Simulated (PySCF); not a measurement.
## Atomic charges by several schemes

Compound: C8H13NP (charge +1).
Structure used (GFN2-xTB), in Å, numbered top down from 1:
```
atom  x, y, z in Å
C1    -1.6805    1.9480   -0.9481
C2    -1.9899    0.4579   -0.8328
P3    -1.1831   -0.2758    0.6143
C4    -1.6187   -2.0174    0.7561
C5     0.6035   -0.1238    0.4443
C6     1.5058    0.5280    1.2643
C7     2.8427    0.4780    0.8831
C8     3.1911   -0.2038   -0.2724
C9     2.1929   -0.8209   -1.0216
N10    0.9234   -0.7798   -0.6657
H11   -2.1816    2.3631   -1.8187
H12   -2.0249    2.4899   -0.0691
H13   -0.6110    2.1148   -1.0624
H14   -1.6151   -0.0910   -1.7039
H15   -3.0665    0.2814   -0.7460
H16   -1.6068    0.3941    1.7476
H17   -2.7029   -2.1314    0.7558
H18   -1.1909   -2.5372   -0.1038
H19   -1.2074   -2.4381    1.6736
H20    1.1838    1.0468    2.1543
H21    3.5962    0.9653    1.4829
H22    4.2193   -0.2593   -0.5913
H23    2.4160   -1.3619   -1.9304
```

Density: PBE0/pcSseg-1 (PySCF); schemes: Mulliken, IAO, Hirshfeld and ESP-fitted. The structure is a single GFN2-xTB conformer in the gas phase; no vibrational or solvent corrections.

Task: What partial charge does each atom carry?

Result: In e:

| atom | environment | Mulliken | IAO | Hirshfeld | ESP-fitted |
| --- | --- | --- | --- | --- | --- |
| C1 | methyl carbon | -0.278 | -0.424 | -0.101 | -0.340 |
| C2 | sp3 carbon bound to phosphorus | -0.449 | -0.456 | -0.077 | +0.038 |
| P3 | phosphonium phosphorus | +0.608 | +1.077 | +0.464 | +0.289 |
| C4 | sp3 carbon bound to phosphorus | -0.440 | -0.636 | -0.121 | -0.531 |
| C5 | substituted aromatic carbon | -0.153 | -0.109 | +0.013 | +0.497 |
| C6 | aromatic CH carbon | -0.012 | -0.156 | -0.026 | -0.521 |
| C7 | aromatic CH carbon | +0.006 | -0.097 | +0.005 | +0.252 |
| C8 | aromatic CH carbon | -0.145 | -0.140 | -0.007 | -0.451 |
| C9 | aromatic CH next to a ring nitrogen | +0.190 | +0.011 | +0.051 | +0.402 |
| N10 | pyridine-type nitrogen | -0.460 | -0.292 | -0.130 | -0.552 |
| H11 | methyl hydrogen | +0.171 | +0.183 | +0.073 | +0.147 |
| H12 | methyl hydrogen | +0.139 | +0.154 | +0.054 | +0.098 |
| H13 | methyl hydrogen | +0.150 | +0.157 | +0.048 | +0.111 |
| H14 | methylene hydrogen | +0.208 | +0.192 | +0.070 | +0.071 |
| H15 | methylene hydrogen | +0.195 | +0.181 | +0.074 | +0.099 |
| H16 | P–H hydrogen | +0.134 | +0.009 | +0.049 | +0.111 |
| H17 | methyl hydrogen | +0.194 | +0.195 | +0.083 | +0.217 |
| H18 | methyl hydrogen | +0.206 | +0.206 | +0.078 | +0.195 |
| H19 | methyl hydrogen | +0.196 | +0.198 | +0.082 | +0.217 |
| H20 | aromatic hydrogen | +0.123 | +0.180 | +0.074 | +0.222 |
| H21 | aromatic hydrogen | +0.139 | +0.190 | +0.084 | +0.125 |
| H22 | aromatic hydrogen | +0.139 | +0.191 | +0.082 | +0.225 |
| H23 | aromatic hydrogen | +0.139 | +0.186 | +0.077 | +0.081 |

Mean size of the charges over all atoms: ESP-fitted 0.252 e, IAO 0.244 e, Mulliken 0.212 e, Hirshfeld 0.084 e. Each set sums to the total charge, 1, to within 0.001 e. The Hirshfeld scheme divides the density at each point in proportion to the densities of the neutral, spherically averaged free atoms. The IAO scheme counts the electrons in orthogonalised intrinsic atomic orbitals, a minimal basis polarised so that it spans the occupied orbitals exactly.

Lowest charge. The schemes don't all agree: Mulliken N10 (-0.460); IAO C4 (-0.636); Hirshfeld N10 (-0.130); ESP-fitted N10 (-0.552).

Highest charge. The schemes don't all agree: Mulliken P3 (+0.608); IAO P3 (+1.077); Hirshfeld P3 (+0.464); ESP-fitted C5 (+0.497).

Task: How closely do the schemes follow one another over all atoms?

Result: Correlation coefficient and root-mean-square difference: IAO with Hirshfeld 0.96, 0.221 e; Mulliken with IAO 0.93, 0.132 e; Mulliken with Hirshfeld 0.89, 0.160 e; Mulliken with ESP-fitted 0.64, 0.237 e; IAO with ESP-fitted 0.58, 0.286 e; Hirshfeld with ESP-fitted 0.58, 0.248 e.

Task: How many electrons does the IAO scheme count on C5?

Result: Z − q = 6 − (-0.109) = 6.109.

Task: Sum the charges by element, for elements with more than one atom.

Result: 
```
element  atoms  Mulliken     IAO  Hirshfeld  ESP-fitted
      C      8    -1.282  -2.007     -0.263      -0.654
      H     13    +2.134  +2.222     +0.928      +1.917
```
